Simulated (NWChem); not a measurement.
The numbers come from NWChem runs, not from measurements. System: H$_{3}$BN, charge 0, spin multiplicity 2, at a geometry optimised with UPBE0/def2-SVP. The structure started from a generated list of species. Its SCF solution wasn't tested for a lower state. Level: UHF/cc-pVDZ.

The NWChem input:

```
start mol
memory heap 200 mb stack 900 mb global 1100 mb
geometry units angstroms nocenter noautoz
  B     -0.781884     0.351445     0.000000
  N      0.514144    -0.115086     0.000000
  H     -1.771112    -0.342482     0.000000
  H      0.757219    -1.102534     0.000000
  H      1.324305     0.493393     0.000000
  symmetry group Cs
end
basis spherical
  * library cc-pvdz
end
scf
  uhf
  nopen 1
  maxiter 100
  thresh 1e-7
  semidirect memsize 60000000 filesize 0
  # guess.movecs holds the orbitals of an unrestricted PBE0 run
  vectors input guess.movecs output mol.movecs
end
task scf energy
```

NWChem printed:

```
             Northwest Computational Chemistry Package (NWChem) 7.3.0
             --------------------------------------------------------

                                NWChem Input Module
                                -------------------

 Scaling coordinates for geometry "geometry" by  1.889725989
 (inverse scale =  0.529177249)

 Turning off AUTOSYM since
 SYMMETRY directive was detected!

                             Geometry "geometry" -> ""
                             -------------------------

 Output coordinates in angstroms (scale by  1.889725989 to convert to a.u.)

  No.       Tag          Charge          X              Y              Z
 ---- ---------------- ---------- -------------- -------------- --------------
    1 B                    5.0000    -0.78188400     0.35144500     0.00000000
    2 N                    7.0000     0.51414400    -0.11508600     0.00000000
    3 H                    1.0000    -1.77111200    -0.34248200     0.00000000
    4 H                    1.0000     0.75721900    -1.10253400     0.00000000
    5 H                    1.0000     1.32430500     0.49339300     0.00000000

 Effective nuclear repulsion energy (a.u.)      27.7282369953

            Nuclear Dipole moment (a.u.)
            ----------------------------
        X                 Y               Z
 ---------------- ---------------- ----------------
    -0.0000000000     0.0000000000     0.0000000000

      Symmetry information
      --------------------

 Group name             Cs
 Group number              2
 Group order               2
 No. of unique centers     5

      Symmetry unique atoms

     1    2    3    4    5


 Summary of "ao basis" -> "" (spherical)
 ------------------------------------------------------------------------------
       Tag                 Description            Shells   Functions and Types
 ---------------- ------------------------------  ------  ---------------------
 *                          cc-pvdz                   on all atoms

 Summary of "ao basis" -> "ao basis" (spherical)
 ------------------------------------------------------------------------------
       Tag                 Description            Shells   Functions and Types
 ---------------- ------------------------------  ------  ---------------------
 B                          cc-pvdz                  6       14   3s2p1d
 N                          cc-pvdz                  6       14   3s2p1d
 H                          cc-pvdz                  3        5   2s1p

                                 NWChem SCF Module
                                 -----------------

  ao basis        = "ao basis"
  functions       =    43
  atoms           =     5
  alpha electrons =     8
  beta  electrons =     7
  charge          =   0.00
  wavefunction    = UHF
  use symmetry    = T
  symmetry adapt  = T

 Summary of "ao basis" -> "ao basis" (spherical)
 ------------------------------------------------------------------------------
       Tag                 Description            Shells   Functions and Types
 ---------------- ------------------------------  ------  ---------------------
 B                          cc-pvdz                  6       14   3s2p1d
 N                          cc-pvdz                  6       14   3s2p1d
 H                          cc-pvdz                  3        5   2s1p

      Symmetry analysis of basis
      --------------------------

        a'         32
        a"         11

 Forming initial guess at       0.0s

   Symmetry analysis of molecular orbitals - initial alpha
   -------------------------------------------------------

  Numbering of irreducible representations:

     1 a'          2 a"

  Orbital symmetries:

     1 a'          2 a'          3 a'          4 a'          5 a'
     6 a'          7 a"          8 a'          9 a"         10 a'
    11 a'         12 a'         13 a'         14 a'         15 a"
    16 a'         17 a'         18 a'

   Symmetry analysis of molecular orbitals - initial beta
   ------------------------------------------------------

  Numbering of irreducible representations:

     1 a'          2 a"

  Orbital symmetries:

     1 a'          2 a'          3 a'          4 a'          5 a'
     6 a'          7 a"          8 a'          9 a"         10 a'
    11 a'         12 a'         13 a'         14 a'         15 a"
    16 a'         17 a'         18 a'

 Starting SCF solution at       0.0s

 ----------------------------------------------
         Quadratically convergent UHF

 Convergence threshold     :          1.000E-07
 Maximum no. of iterations :          100
 Integral*density screening:          1.000E-09
 ----------------------------------------------

              iter       energy          gnorm     gmax       time
             ----- ------------------- --------- --------- --------
                 1      -80.8516571080  2.73D-01  5.85D-02      0.2
                 2      -80.8593601078  1.35D-02  4.27D-03      0.2
                 3      -80.8594321474  1.11D-04  4.06D-05      0.2
                 4      -80.8594321533  8.93D-09  2.38D-09      0.3

       Final UHF  results
       ------------------

         Total SCF energy =    -80.859432153301
      One electron energy =   -163.464140708336
      Two electron energy =     54.876471559782
 Nuclear repulsion energy =     27.728236995253

                       Sz =      0.5000
                 Sz(Sz+1) =      0.7500
                      S^2 =      0.7567

        Time for solution =      0.2s

       Symmetry analysis of molecular orbitals - alpha
       -----------------------------------------------
[...]
     6 a'          7 a"          8 a'          9 a"         10 a'
    11 a'         12 a'         13 a'         14 a'         15 a'
    16 a"         17 a'         18 a'

       Symmetry analysis of molecular orbitals - beta
       ----------------------------------------------

  Numbering of irreducible representations:

     1 a'          2 a"

  Orbital symmetries:

     1 a'          2 a'          3 a'          4 a'          5 a'
     6 a'          7 a"          8 a'          9 a"         10 a'
    11 a'         12 a'         13 a'         14 a'         15 a"
    16 a'         17 a'         18 a'

          Final alpha eigenvalues
          -----------------------

              1
    1  -15.5686
    2   -7.6129
    3   -1.1646
    4   -0.7187
    5   -0.6842
    6   -0.5443
    7   -0.4382
    8   -0.3187
    9    0.1428
   10    0.1838
   11    0.2359
   12    0.2968
   13    0.3061
   14    0.4520
   15    0.5015
   16    0.5032
   17    0.7170
   18    0.7239

          Final beta eigenvalues
          ----------------------

              1
    1  -15.5712
    2   -7.5938
    3   -1.1645
    4   -0.6941
    5   -0.6708
    6   -0.5172
    7   -0.4494
    8    0.1309
    9    0.1707
   10    0.1893
   11    0.2394
   12    0.3067
   13    0.3335
   14    0.4747
   15    0.5287
   16    0.5954
   17    0.7470
   18    0.7567

                    UHF Final Alpha Molecular Orbital Analysis
                    ------------------------------------------

 Vector    6  Occ=1.000000D+00  E=-5.442731D-01  Symmetry=a'
              MO Center= -1.1D+00,  8.2D-03,  5.2D-16, r^2= 1.6D+00
   Bfn.  Coefficient  Atom+Function         Bfn.  Coefficient  Atom+Function
  ----- ------------  ---------------      ----- ------------  ---------------
     4      0.375754  1 B  px                29     -0.358657  3 H  s
    18     -0.250348  2 N  px                30     -0.171075  3 H  s
     2     -0.155619  1 B  s

 Vector    7  Occ=1.000000D+00  E=-4.382414D-01  Symmetry=a"
              MO Center=  3.2D-01, -4.4D-02,  2.1D-15, r^2= 1.1D+00
   Bfn.  Coefficient  Atom+Function         Bfn.  Coefficient  Atom+Function
  ----- ------------  ---------------      ----- ------------  ---------------
    20      0.522776  2 N  pz                23      0.433851  2 N  pz
     6      0.208294  1 B  pz

 Vector    8  Occ=1.000000D+00  E=-3.187486D-01  Symmetry=a'
              MO Center= -8.0D-01,  6.9D-01, -1.6D-15, r^2= 1.8D+00
   Bfn.  Coefficient  Atom+Function         Bfn.  Coefficient  Atom+Function
  ----- ------------  ---------------      ----- ------------  ---------------
     5      0.534730  1 B  py                 3      0.426583  1 B  s
     8      0.381957  1 B  py                29     -0.183248  3 H  s
     2      0.176257  1 B  s                 35      0.166363  4 H  s
    30     -0.152416  3 H  s

 Vector    9  Occ=0.000000D+00  E= 1.428102D-01  Symmetry=a"
              MO Center= -7.6D-01,  3.4D-01, -3.4D-15, r^2= 2.9D+00
   Bfn.  Coefficient  Atom+Function         Bfn.  Coefficient  Atom+Function
  ----- ------------  ---------------      ----- ------------  ---------------
     9      0.848681  1 B  pz                23     -0.465127  2 N  pz
     6      0.348401  1 B  pz                20     -0.254679  2 N  pz

 Vector   10  Occ=0.000000D+00  E= 1.838162D-01  Symmetry=a'
              MO Center=  1.1D+00, -3.8D-01, -5.5D-16, r^2= 3.7D+00
   Bfn.  Coefficient  Atom+Function         Bfn.  Coefficient  Atom+Function
  ----- ------------  ---------------      ----- ------------  ---------------
    17      1.400774  2 N  s                 35     -1.018516  4 H  s
    40     -0.918737  5 H  s                 21      0.371832  2 N  px
     7     -0.263594  1 B  px                30     -0.249628  3 H  s
     3      0.211692  1 B  s

 Vector   11  Occ=0.000000D+00  E= 2.358539D-01  Symmetry=a'
              MO Center=  1.0D+00, -2.8D-01, -1.7D-16, r^2= 4.4D+00
   Bfn.  Coefficient  Atom+Function         Bfn.  Coefficient  Atom+Function
  ----- ------------  ---------------      ----- ------------  ---------------
    40     -1.502716  5 H  s                 35      1.377679  4 H  s
    22      0.856398  2 N  py                30      0.549337  3 H  s
     3     -0.427233  1 B  s                 21      0.297782  2 N  px
    19      0.249799  2 N  py                 7      0.202858  1 B  px

                     UHF Final Beta Molecular Orbital Analysis
                     -----------------------------------------

 Vector    5  Occ=1.000000D+00  E=-6.708413D-01  Symmetry=a'
              MO Center=  6.1D-01, -2.9D-01, -1.5D-16, r^2= 9.5D-01
   Bfn.  Coefficient  Atom+Function         Bfn.  Coefficient  Atom+Function
  ----- ------------  ---------------      ----- ------------  ---------------
    19      0.460918  2 N  py                34     -0.370546  4 H  s
    39      0.215930  5 H  s                 22      0.187233  2 N  py

 Vector    6  Occ=1.000000D+00  E=-5.172081D-01  Symmetry=a'
              MO Center= -1.3D+00, -8.1D-02, -5.0D-17, r^2= 1.4D+00
   Bfn.  Coefficient  Atom+Function         Bfn.  Coefficient  Atom+Function
  ----- ------------  ---------------      ----- ------------  ---------------
    29      0.388580  3 H  s                  4     -0.343933  1 B  px
    18      0.204659  2 N  px                30      0.202919  3 H  s

 Vector    7  Occ=1.000000D+00  E=-4.493617D-01  Symmetry=a"
              MO Center=  3.8D-01, -7.0D-02, -2.8D-14, r^2= 1.0D+00
   Bfn.  Coefficient  Atom+Function         Bfn.  Coefficient  Atom+Function
  ----- ------------  ---------------      ----- ------------  ---------------
    20      0.549621  2 N  pz                23      0.449337  2 N  pz
     6      0.166240  1 B  pz

 Vector    8  Occ=0.000000D+00  E= 1.309097D-01  Symmetry=a'
              MO Center= -7.5D-01,  8.4D-01,  3.2D-14, r^2= 2.7D+00
   Bfn.  Coefficient  Atom+Function         Bfn.  Coefficient  Atom+Function
  ----- ------------  ---------------      ----- ------------  ---------------
     8      0.668241  1 B  py                 3      0.475566  1 B  s
    35      0.459234  4 H  s                 17     -0.289069  2 N  s
     5      0.273373  1 B  py

 Vector    9  Occ=0.000000D+00  E= 1.707181D-01  Symmetry=a"
              MO Center= -8.2D-01,  3.3D-01, -4.3D-15, r^2= 3.0D+00
   Bfn.  Coefficient  Atom+Function         Bfn.  Coefficient  Atom+Function
  ----- ------------  ---------------      ----- ------------  ---------------
     9      0.900848  1 B  pz                23     -0.440510  2 N  pz
     6      0.306543  1 B  pz                20     -0.228312  2 N  pz

 Vector   10  Occ=0.000000D+00  E= 1.892609D-01  Symmetry=a'
              MO Center=  1.0D+00, -3.4D-01,  4.2D-16, r^2= 3.9D+00
   Bfn.  Coefficient  Atom+Function         Bfn.  Coefficient  Atom+Function
  ----- ------------  ---------------      ----- ------------  ---------------
    17      1.359214  2 N  s                 40     -0.985267  5 H  s
    35     -0.948829  4 H  s                 21      0.377424  2 N  px
     3      0.233527  1 B  s                  8      0.175146  1 B  py
     7     -0.166202  1 B  px                22     -0.162496  2 N  py

 center of mass
 --------------
 x =  -0.07384555 y =   0.08752667 z =   0.00000000

 moments of inertia (a.u.)
 ------------------
          10.976626246251          12.051003101073           0.000000000000
          12.051003101073          56.765760809940           0.000000000000
           0.000000000000           0.000000000000          67.742387056190

  Mulliken analysis of the total density
  --------------------------------------

    Atom       Charge   Shell Charges
 -----------   ------   -------------------------------------------------------
    1 B    5     5.05   2.00  0.59  0.47  1.37  0.49  0.11
    2 N    7     7.12   2.00  0.73  0.55  2.42  1.40  0.02
    3 H    1     1.07   0.74  0.32  0.02
    4 H    1     0.89   0.71  0.11  0.06
    5 H    1     0.87   0.72  0.10  0.06

  Mulliken analysis of the alpha density
  --------------------------------------

    Atom       Charge   Shell Charges
 -----------   ------   -------------------------------------------------------
    1 B    5     3.04   1.00  0.35  0.33  0.92  0.38  0.06
    2 N    7     3.51   1.00  0.36  0.27  1.18  0.68  0.01
    3 H    1     0.54   0.38  0.15  0.01
    4 H    1     0.46   0.37  0.06  0.03
    5 H    1     0.44   0.36  0.04  0.03

   Mulliken analysis of the beta density
   -------------------------------------

    Atom       Charge   Shell Charges
 -----------   ------   -------------------------------------------------------
    1 B    5     2.01   1.00  0.24  0.14  0.45  0.11  0.06
    2 N    7     3.61   1.00  0.37  0.28  1.23  0.72  0.01
    3 H    1     0.53   0.36  0.16  0.01
    4 H    1     0.42   0.34  0.05  0.03
    5 H    1     0.43   0.35  0.05  0.03

   Mulliken analysis of the spin density
   -------------------------------------

    Atom       Charge   Shell Charges
 -----------   ------   -------------------------------------------------------
    1 B    5     1.03   0.00  0.11  0.19  0.46  0.27 -0.00
    2 N    7    -0.10  -0.00 -0.00 -0.01 -0.05 -0.04  0.01
    3 H    1     0.01   0.02 -0.01  0.00
    4 H    1     0.04   0.03  0.01 -0.00
    5 H    1     0.01   0.01 -0.01 -0.00

       Multipole analysis of the density wrt the origin
       ------------------------------------------------

     L   x y z        total         alpha         beta         nuclear
     -   - - -        -----         -----         ----         -------
     0   0 0 0     -0.000000     -8.000000     -7.000000     15.000000

     1   1 0 0      0.765164      1.210827     -0.445663     -0.000000
     1   0 1 0     -0.396069     -1.018017      0.621948      0.000000
     1   0 0 1      0.000000     -0.000000      0.000000      0.000000

     2   2 0 0     -9.436850    -25.249495    -21.223304     37.035949
     2   1 1 0      0.467658      4.044247      1.290860     -4.867448
     2   1 0 1     -0.000000     -0.000000     -0.000000      0.000000
     2   0 2 0     -9.825500    -11.579887     -6.411185      8.165572
     2   0 1 1      0.000000      0.000000      0.000000      0.000000
     2   0 0 2    -10.458515     -5.924722     -4.533793      0.000000

 Task  times  cpu:        0.3s     wall:        0.3s

 Total times  cpu:        0.3s     wall:        0.3s
```
